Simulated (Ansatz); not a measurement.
Cost and result for the atomization energy of CH₅NSeSi (`N=C[SiH2][SeH]`) (9 atoms, 8 bonds).

| atom | x (Å) | y (Å) | z (Å) |
| --- | --- | --- | --- |
| N1 | -1.2926 | 0.8359 | 1.1291 |
| C2 | -0.0948 | 0.4755 | 0.9138 |
| Si3 | 0.2216 | -0.9479 | -0.2802 |
| Se4 | 1.3785 | -0.1832 | -2.0900 |
| H5 | -1.3387 | 1.6292 | 1.7730 |
| H6 | 0.7694 | 0.9806 | 1.3718 |
| H7 | -1.0725 | -1.5621 | -0.6532 |
| H8 | 1.1433 | -1.9397 | 0.3311 |
| H9 | 0.2857 | 0.7116 | -2.4955 |

The species carries charge 0 and has multiplicity 1. Correlated methods include outer-core shells of Se, which these sets cover unevenly. Scalar relativity is left out up to krypton. All single points use the PBE0-D4/def2-TZVP geometry. It is one conformer, not always the lowest. Program: Ansatz. All runs use 4 threads of an Arm Neoverse V1 on a shared host. Times are those of one run each, without the atoms' runs, and a repeat can differ threefold. Electronic energies, without spin–orbit coupling; frozen cores. CCSD(T)/CBS adds CCSD(T) − MP2 in def2-TZVPP to the MP2 limit, and its time is that of the two runs behind it. T1 = 0.011. With those shells the extrapolation isn't a true limit. B3LYP takes the VWN-RPA correlation (the form of Gaussian; ORCA's B3LYP/G).

CCSD(T)/CBS is a level of theory with its own doubt, some kJ/mol a heavy atom from the limit and from the frozen cores, so smaller differences don't rank the functionals.

```json
{"level": "PBE-D4/def2-TZVPP (with forces)", "functions": "222", "wall time": "2.2 s", "atomization (kJ/mol)": "3039.6", "difference from CCSD(T)/CBS": "52.9", "per bond": "6.6"}
{"level": "PBE0-D4/def2-TZVPP", "functions": "222", "wall time": "2.6 s", "atomization (kJ/mol)": "2975.0", "difference from CCSD(T)/CBS": "-11.7", "per bond": "-1.5"}
{"level": "B3LYP-D4/def2-TZVPP (with forces)", "functions": "222", "wall time": "4 s", "atomization (kJ/mol)": "2987.5", "difference from CCSD(T)/CBS": "0.8", "per bond": "0.1"}
{"level": "r2SCAN-D4/def2-TZVPP (with forces)", "functions": "222", "wall time": "4.2 s", "atomization (kJ/mol)": "2976.5", "difference from CCSD(T)/CBS": "-10.2", "per bond": "-1.3"}
{"level": "B2PLYP/def2-TZVPP", "functions": "222", "wall time": "4.9 s", "atomization (kJ/mol)": "2942.5", "difference from CCSD(T)/CBS": "-44.2", "per bond": "-5.5"}
{"level": "ωB97X-V/def2-TZVPP", "functions": "222", "wall time": "7.5 s", "atomization (kJ/mol)": "2998.4", "difference from CCSD(T)/CBS": "11.7", "per bond": "1.5"}
{"level": "ωB97M-V/def2-TZVPP (with forces)", "functions": "222", "wall time": "11 s", "atomization (kJ/mol)": "2983.5", "difference from CCSD(T)/CBS": "-3.2", "per bond": "-0.4"}
{"level": "MP2/def2-QZVPP", "functions": "423", "wall time": "23 s", "atomization (kJ/mol)": "2971.4", "difference from CCSD(T)/CBS": "-15.3", "per bond": "-1.9"}
{"level": "CCSD(T)/def2-TZVPP", "functions": "222", "wall time": "100 s", "atomization (kJ/mol)": "2889.7", "difference from CCSD(T)/CBS": "-97.0", "per bond": "-12.1"}
{"level": "CCSD(T)/CBS(def2)", "functions": "–", "wall time": "2.1 min", "atomization (kJ/mol)": "2986.7", "difference from CCSD(T)/CBS": "0.0", "per bond": "0.0"}
```

The D4 term adds +32.3 kJ/mol with B3LYP and +16.9 kJ/mol with PBE0; it sums over pairs of atoms, weighted by their polarisabilities, and B3LYP, whose exchange is more repulsive, gets the larger term. In def2-TZVPP, CCSD(T) changes the Hartree–Fock value by +834.1 kJ/mol (the triples alone add +53.3 kJ/mol) and MP2 by +858.5 kJ/mol; breaking electron pairs costs correlation energy, which Hartree–Fock lacks. From PBE to PBE0 (25 % exact exchange), in def2-TZVPP and without D4, the atomization energy moves by −61.6 kJ/mol: exact exchange takes away binding that semilocal exchange gives to molecules.
